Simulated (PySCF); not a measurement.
# [TaH6]− relaxed at several levels

Computed with PySCF 2.14.0, def2-SVP on the ligands, density fitting, scalar-relativistic core potentials, no spin-orbit coupling, vacuum. Each row is relaxed at its own level from the same template. Distances are means of the shortest metal–ligand contacts, charges and spins Mulliken's; removal energies are rigid, with the ligand's formal charge and no counterpoise, so too large; for an anion taken off a cation in vacuum most of it is the attraction of opposite charges, and multiply charged cations can part far more cheaply with an electron moved from ligand to metal.

| level | basis on the metal | point group | M–H (Å) | charge on M (e) | HOMO–LUMO gap (eV) | removal of one H (eV) | strongest infrared band, degenerate modes summed (cm⁻¹) | unstable modes (below −25 cm⁻¹) |
| --- | --- | --- | --- | --- | --- | --- | --- | --- |
| PBE0 | def2-SVP with ECP60 | C3v | 1.805 | 0.36 | 5.58 | 5.66 | 1636 | 0 |

What does the calculation give for r2SCAN, def2-SVP with ECP60?

point group: C3v, M–H (Å): 1.810, charge on M (e): 0.41, HOMO–LUMO gap (eV): 4.01, removal of one H (eV): 5.67, unstable modes (below −25 cm⁻¹): not given.
```xyz
7

Ta    0.0000    0.0000    0.0997
H     1.6771    0.0000    0.8472
H    -0.8386    1.4524    0.8472
H    -0.8386   -1.4524    0.8472
H     1.1662    0.0000   -1.2492
H    -0.5831    1.0100   -1.2492
H    -0.5831   -1.0100   -1.2492
```

Moved off a saddle point of the template and relaxed again: PBE0, r2SCAN. One start shape was tried for each, so a minimum needn't be the lowest isomer.
